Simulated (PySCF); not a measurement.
SMILES COB(OC)O[SiH3] (C2H9BO3Si) (GFN2-xTB optimised geometry):

```
16

B     -1.775    -1.440     2.163
O     -1.603    -1.987     3.395
C     -0.336    -2.124     4.001
H     -0.341    -1.571     4.943
H     -0.164    -3.183     4.205
H      0.455    -1.741     3.355
O     -3.032    -1.340     1.649
C     -4.160    -1.797     2.363
H     -4.237    -1.293     3.329
H     -5.035    -1.572     1.754
H     -4.095    -2.874     2.538
O     -0.740    -0.990     1.426
Si    -0.452    -0.280     0.000
H      1.011    -0.280     0.000
H     -1.011     1.073     0.000
H     -1.009    -1.073    -1.096
```

Computed with PySCF 2.14.0 with B3LYP/def2-TZVP.

Q: What are the frontier orbital energies and the dipole moment?

A: HOMO-2 -8.75 eV, HOMO-1 -8.34 eV, HOMO -7.95 eV, LUMO 0.08 eV, LUMO+1 1.07 eV; dipole moment 0.83 D.

On the same geometry PBE/def2-TZVP (PySCF) gives HOMO-2 -7.46 eV, HOMO-1 -7.06 eV, HOMO -6.63 eV, LUMO -0.54 eV, LUMO+1 0.59 eV; dipole moment 0.84 D.

Meta-Löwdin charges at B3LYP/def2-TZVP: B1 0.57, O2 -0.41, C3 -0.11, H4 0.11, H5 0.11, H6 0.11, O7 -0.42, C8 -0.10, H9 0.11, H10 0.12, H11 0.11, O12 -0.64, Si13 0.81, H14 -0.12, H15 -0.12, H16 -0.12.
